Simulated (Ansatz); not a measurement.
C2H3ClNSi, SMILES `C[Si](Cl)C#N` radical. The species carries charge 0 and has multiplicity 2.

Cartesian coordinates in Å:
```
C 1.143 -0.358 -0.006
Si -0.699 -0.576 0.091
Cl -1.359 -0.662 2.025
C -1.538 0.850 -0.718
N -2.084 1.678 -1.309
H 1.436 0.551 0.525
H 1.652 -1.212 0.443
H 1.449 -0.272 -1.051
```

Q: Give the diagnostics of a CCSD(T)/def2-TZVPP run (frozen core, the Gaussian-basis code of Ansatz). (Estimate.)

A: Ansatz gave: T1 = 0.0184, largest single amplitude 0.026, largest double 0.024, (T) share of the correlation energy 4.6 %, 12 CCSD cycles. ⟨S²⟩ of the UHF reference is 0.790 against 0.75 for a pure state. T1 lies under the customary mark of 0.045 for open shells.
